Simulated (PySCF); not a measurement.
A run for PySCF: R-M06-2X/def2-TZVPPD on CH5I (a complex). Elements past Kr take the def2 small-core potentials; no spin–orbit coupling.

```python
from pyscf import gto, dft

mol = gto.M(
    atom='''
    C    -0.14059142   -0.06242755   -0.12195130
    H    -0.96647892    0.43361270    0.38685672
    H    -0.24617754    0.07718293   -1.19688446
    H     0.80507662    0.36940948    0.20418357
    H    -0.15605080   -1.12819370    0.10400600
    I     0.26201662   -0.60717294    4.15675726
    H     0.13317980   -0.42243734    2.55761169
    ''',
    basis='def2-tzvppd',
    ecp={'I': 'def2-tzvppd'},
    charge=0, spin=0, verbose=4, max_memory=1800)
mf = dft.RKS(mol, xc='m062x').density_fit(auxbasis='def2-universal-jkfit')
mf.grids.level = 4
mf.conv_tol = 1e-9
mf.max_cycle = 150
mf.kernel()
mf.dip_moment()
```

Output:

```
PySCF version 2.14.0

[INPUT] verbose = 4
[INPUT] num. atoms = 7
[INPUT] num. electrons = 36
[INPUT] charge = 0
[INPUT] spin (= nelec alpha-beta = 2S) = 0
[INPUT] symmetry False subgroup None
[INPUT] Mole.unit = angstrom
[INPUT] Symbol           X                Y                Z      unit          X                Y                Z       unit  Magmom
[INPUT]  1 C     -0.140591420000  -0.062427550000  -0.121951300000 AA   -0.265679279264  -0.117970972128  -0.230454557535 Bohr   0.0
[INPUT]  2 H     -0.966478920000   0.433612700000   0.386856720000 AA   -1.826380463965   0.819409247133   0.731053250248 Bohr   0.0
[INPUT]  3 H     -0.246177540000   0.077182930000  -1.196884460000 AA   -0.465208128619   0.145854599191  -2.261783832148 Bohr   0.0
[INPUT]  4 H      0.805076620000   0.369409480000   0.204183570000 AA    1.521374321091   0.698082745018   0.385851026436 Bohr   0.0
[INPUT]  5 H     -0.156050800000  -1.128193700000   0.104006000000 AA   -0.294893273519  -2.131977108460   0.196542855312 Bohr   0.0
[INPUT]  6 I      0.262016620000  -0.607172940000   4.156757260000 AA    0.495139651884  -1.147390566847   7.855132787697 Bohr   0.0
[INPUT]  7 H      0.133179800000  -0.422437340000   2.557611690000 AA    0.251673347324  -0.798290877390   4.833185627086 Bohr   0.0

nuclear repulsion = 53.9911661747842
number of shells = 67
number of NR pGTOs = 251
number of NR cGTOs = 181
basis = def2-tzvppd
ecp = {'I': 'def2-tzvppd'}


******** <class 'pyscf.df.df_jk.DFRKS'> ********
method = DFRKS
initial guess = minao
damping factor = 0
level_shift factor = 0
DIIS = <class 'pyscf.scf.diis.CDIIS'>
diis_start_cycle = 1
diis_space = 8
diis_damp = 0
SCF conv_tol = 1e-09
SCF conv_tol_grad = None
SCF max_cycles = 150
direct_scf = False
XC library pyscf.dft.libxc version 7.1.2
    S. Lehtola, C. Steigemann, M. J. T. Oliveira, and M. A. L. Marques,  SoftwareX 7, 1–5 (2018)
XC functionals = m062x
    Y. Zhao and D. G. Truhlar,  Theor. Chem. Acc. 120, 215 (2008)
    Y. Zhao and D. G. Truhlar,  Theor. Chem. Acc. 120, 215 (2008)
radial grids:
    Treutler-Ahlrichs [JCP 102, 346 (1995); DOI:10.1063/1.469408] (M4) radial grids

becke partition: Becke, JCP 88, 2547 (1988); DOI:10.1063/1.454033
pruning grids: <function nwchem_prune>
grids dens level: 4
symmetrized grids: False
atomic radii adjust function: <function treutler_atomic_radii_adjust>
small_rho_cutoff = 0
Set gradient conv threshold to 3.16228e-05
Initial guess from minao.
tot grids = 138736
******** <class 'pyscf.df.df.DF'> ********
auxbasis = def2-universal-jkfit
init E= -296.030714455019
  HOMO = -0.637694925526704  LUMO = -0.57779445620211  gap/eV = 1.62997
cycle= 1 E= -337.147134156717  delta_E= -41.1  |g|= 3.14  |ddm|= 21.3

WARN: HOMO -0.0231224787915981 == LUMO -0.0231095359374736

cycle= 2 E= -336.082331538556  delta_E= 1.06  |g|= 3.02  |ddm|=  146
  HOMO = -0.362247038454198  LUMO = -0.161812647636873  gap/eV = 5.45410
cycle= 3 E= -338.654003170633  delta_E= -2.57  |g|= 0.419  |ddm|=  146
  HOMO = -0.306570267727884  LUMO = -0.0134418291268847  gap/eV = 7.97643
cycle= 4 E= -338.718602997346  delta_E= -0.0646  |g|= 0.22  |ddm|= 0.914
  HOMO = -0.312187374663221  LUMO = 0.00335992387830153  gap/eV = 8.58648
cycle= 5 E= -338.727500145306  delta_E= -0.0089  |g|= 0.0616  |ddm|= 0.199
  HOMO = -0.32999406627405  LUMO = -0.00263278683712187  gap/eV = 8.90795
cycle= 6 E= -338.72810308152  delta_E= -0.000603  |g|= 0.00781  |ddm|= 0.0794
  HOMO = -0.333315329823337  LUMO = -0.00446021603489122  gap/eV = 8.94860
cycle= 7 E= -338.728118840897  delta_E= -1.58e-05  |g|= 0.00443  |ddm|= 0.0227
  HOMO = -0.333525018878979  LUMO = -0.00455047286178001  gap/eV = 8.95185
cycle= 8 E= -338.72812281926  delta_E= -3.98e-06  |g|= 0.000838  |ddm|= 0.00576
  HOMO = -0.333386327337463  LUMO = -0.00444072736848078  gap/eV = 8.95107
cycle= 9 E= -338.72812300677  delta_E= -1.88e-07  |g|= 0.000214  |ddm|= 0.00145
  HOMO = -0.333342556125322  LUMO = -0.00441665461582375  gap/eV = 8.95053
cycle= 10 E= -338.72812301772  delta_E= -1.09e-08  |g|= 1.68e-05  |ddm|= 0.000388
  HOMO = -0.3333500857382  LUMO = -0.00442021051490116  gap/eV = 8.95064
cycle= 11 E= -338.728123017842  delta_E= -1.22e-10  |g|= 2.09e-06  |ddm|= 6.57e-05
  HOMO = -0.333350370216354  LUMO = -0.00442041417668193  gap/eV = 8.95064
Extra cycle  E= -338.728123017842  delta_E= -5.68e-14  |g|= 1.79e-06  |ddm|= 6.99e-06
converged SCF energy = -338.728123017842
Dipole moment(X, Y, Z, Debye): -0.06373,  0.08832, -0.72372
```

The run converged.

Cost: very roughly 40 core-seconds.
